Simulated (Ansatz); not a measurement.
Born–Oppenheimer molecular dynamics of BClH4SSi (8 atoms, charge 0, multiplicity 1). It starts at the highest image of a converged band. Of that band: Neighbouring images differ by up to 1.6 eV, so the band resolves the path poorly. A vibrational analysis at the climbing image gives one clearly imaginary mode, 1203i cm⁻¹: a first-order saddle point.

Method: RKS CAM-B3LYP-D4/6-31G* in Ansatz.

```json
{"ensemble": "NVE (velocity Verlet)", "time step": "0.5 fs", "steps asked": "200", "starting velocities drawn for": "300 K", "seed": "6891"}
```

Frames 0.5 fs apart, positions in Å.

Velocities at 85.0 fs (Å/ps):

```
Si -0.38 -2.73 -2.56
B 19.67 -15.85 -5.47
S -3.10 3.51 10.21
Cl -1.00 3.64 -2.80
H -13.40 5.21 19.57
H -23.20 -23.24 -1.72
H -2.64 24.67 21.50
H -27.55 -0.23 -135.72
```

```xyz
8
Properties=species:S:1:pos:R:3 time_fs=85.0 energy_less_start_eV=-1.557 T=2309
Si -0.105 1.127 0.143
B 0.136 -0.905 -0.260
S 0.214 -2.221 1.014
Cl 0.406 -1.433 -1.983
H -1.138 1.903 -0.509
H -0.185 1.105 1.567
H 1.277 1.464 -0.229
H 1.232 -2.866 0.620
8
Properties=species:S:1:pos:R:3 time_fs=85.5 energy_less_start_eV=-1.639 T=2412
Si -0.105 1.125 0.141
B 0.146 -0.913 -0.263
S 0.213 -2.219 1.019
Cl 0.405 -1.432 -1.984
H -1.145 1.906 -0.500
H -0.197 1.094 1.568
H 1.276 1.476 -0.218
H 1.220 -2.868 0.551
8
Properties=species:S:1:pos:R:3 time_fs=86.0 energy_less_start_eV=-1.707 T=2498
Si -0.105 1.124 0.140
B 0.156 -0.921 -0.266
S 0.211 -2.217 1.024
Cl 0.405 -1.430 -1.986
H -1.153 1.909 -0.492
H -0.210 1.084 1.571
H 1.275 1.491 -0.208
H 1.211 -2.873 0.479
8
Properties=species:S:1:pos:R:3 time_fs=86.5 energy_less_start_eV=-1.740 T=2539
Si -0.105 1.122 0.139
B 0.165 -0.929 -0.270
S 0.209 -2.215 1.029
Cl 0.404 -1.428 -1.987
H -1.161 1.913 -0.484
H -0.223 1.075 1.577
H 1.275 1.507 -0.198
H 1.203 -2.880 0.406
8
Properties=species:S:1:pos:R:3 time_fs=87.0 energy_less_start_eV=-1.727 T=2522
Si -0.105 1.120 0.137
B 0.175 -0.937 -0.273
S 0.207 -2.213 1.034
Cl 0.404 -1.426 -1.988
H -1.171 1.918 -0.477
H -0.236 1.067 1.585
H 1.275 1.524 -0.189
H 1.195 -2.888 0.333
8
Properties=species:S:1:pos:R:3 time_fs=87.5 energy_less_start_eV=-1.669 T=2448
Si -0.105 1.117 0.136
B 0.184 -0.944 -0.276
S 0.206 -2.211 1.040
Cl 0.403 -1.424 -1.990
H -1.180 1.922 -0.471
H -0.250 1.060 1.594
H 1.276 1.542 -0.179
H 1.184 -2.895 0.262
8
Properties=species:S:1:pos:R:3 time_fs=88.0 energy_less_start_eV=-1.575 T=2329
Si -0.105 1.115 0.135
B 0.193 -0.952 -0.280
S 0.204 -2.208 1.045
Cl 0.403 -1.422 -1.991
H -1.189 1.927 -0.465
H -0.264 1.055 1.605
H 1.276 1.562 -0.170
H 1.170 -2.903 0.193
8
Properties=species:S:1:pos:R:3 time_fs=88.5 energy_less_start_eV=-1.459 T=2180
Si -0.105 1.113 0.133
B 0.201 -0.959 -0.283
S 0.203 -2.206 1.050
Cl 0.402 -1.420 -1.992
H -1.199 1.931 -0.460
H -0.279 1.050 1.615
H 1.276 1.583 -0.161
H 1.153 -2.909 0.128
8
Properties=species:S:1:pos:R:3 time_fs=89.0 energy_less_start_eV=-1.333 T=2018
Si -0.104 1.110 0.132
B 0.210 -0.966 -0.287
S 0.202 -2.204 1.054
Cl 0.402 -1.418 -1.993
H -1.207 1.935 -0.456
H -0.293 1.046 1.626
H 1.276 1.605 -0.152
H 1.130 -2.914 0.068
8
Properties=species:S:1:pos:R:3 time_fs=89.5 energy_less_start_eV=-1.207 T=1856
Si -0.104 1.107 0.131
B 0.218 -0.972 -0.291
S 0.201 -2.202 1.059
Cl 0.402 -1.417 -1.994
H -1.215 1.938 -0.452
H -0.307 1.043 1.635
H 1.275 1.628 -0.143
H 1.103 -2.918 0.013
8
Properties=species:S:1:pos:R:3 time_fs=90.0 energy_less_start_eV=-1.090 T=1707
Si -0.104 1.104 0.130
B 0.226 -0.979 -0.294
S 0.200 -2.200 1.063
Cl 0.401 -1.415 -1.995
H -1.222 1.940 -0.448
H -0.322 1.041 1.644
H 1.273 1.651 -0.134
H 1.072 -2.920 -0.035
8
Properties=species:S:1:pos:R:3 time_fs=90.5 energy_less_start_eV=-0.991 T=1579
Si -0.104 1.101 0.129
B 0.233 -0.984 -0.297
S 0.200 -2.198 1.067
Cl 0.401 -1.413 -1.996
H -1.228 1.941 -0.444
H -0.336 1.040 1.651
H 1.271 1.675 -0.126
H 1.036 -2.921 -0.077
```

Of the whole run (100 fs, mean temperature of the second half 1466 K): The conserved energy stayed within 0.74 meV per atom of its start (net change -0.43 meV per atom), so the integration is sound. The kinetic energy rose, since the run started high on the potential surface and went downhill. A run of 0.1 ps of so small a system gives no equilibrium averages. The orbitals stay closed-shell, which can raise the energy where a bond breaks towards radicals; this wasn't checked here.

Time of the run: 5.9 min on 2 threads of AMD EPYC 7R13 Processor (Zen 3), with other jobs on the host, peak memory 0.2 GiB.
